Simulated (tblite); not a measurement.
Task: Write Cartesian coordinates for InChI=1S/C5H10O4Si/c1-5(6)9-10-7-3-2-4-8-10/h10H,2-4H2,1H3 as optimised with GFN2-xTB.

Result: 
```
atom  x, y, z in Å
C1     3.7979   -0.6790    0.4330
C2     2.7034    0.3292    0.2122
O3     2.8520    1.5184    0.2400
O4     1.5370   -0.2530   -0.0351
Si5    0.1320    0.5255   -0.3382
O6    -0.7212    0.5927    1.0432
C7    -2.1186    0.4500    0.9795
C8    -2.5245   -0.7357    0.1116
C9    -2.0188   -0.5627   -1.3163
O10   -0.6195   -0.4800   -1.3698
H11    3.9913   -1.1945   -0.5053
H12    4.7011   -0.1797    0.7698
H13    3.4731   -1.4155    1.1630
H14    0.2827    1.8455   -0.9262
H15   -2.5563    1.3709    0.5756
H16   -2.4692    0.3148    2.0068
H17   -3.6095   -0.8352    0.1082
H18   -2.0790   -1.6398    0.5289
H19   -2.4482    0.3482   -1.7511
H20   -2.3108   -1.4178   -1.9329
```

Any rigid rotation of these coordinates is as good. Atoms count from 1 in this order. The C–C distances run from 1.504 Å (C1–C2, drawn single) to 1.525 Å (C8–C9, drawn single), a spread of 0.021 Å. Si5 (oxygen-bound silicon) is distorted tetrahedral (angles from 102.7° to 114.7°). Of the pairs four or more bonds apart, Si5···H18 is among the closest relative to their van der Waals radii: 3.21 Å, 97 % of the sum of Bondi's values. The 4 C–O bonds span 1.199 Å (C2=O3, drawn double) to 1.406 Å (O6–C7, drawn single), a spread of 0.207 Å.

Bonds between heavy atoms (Å): C1–C2 1.504, C2=O3 1.199, C2–O4 1.327, O4–Si5 1.635, Si5–O6 1.625, O6–C7 1.406, C7–C8 1.524, C8–C9 1.525, C9–O10 1.403, Si5–O10 1.625.

Structure optimised with GFN2-xTB, isolated species.

Point group: C1 (no symmetry element, even within 0.4 Å). Its GFN2-xTB frequencies are all real (lowest 22 cm⁻¹). One conformer, not necessarily the lowest (C1–C2–O4–Si5 -179°, C2–O4–Si5–O6 -98°, O4–Si5–O6–C7 -143°, Si5–O6–C7–C8 47°, O6–C7–C8–C9 -60°, C7–C8–C9–O10 61°). 2 starts were optimised and ended at 0.00 and 0.73 kcal/mol (GFN2-xTB); the lowest of these is shown.

All values are computed, not measured.
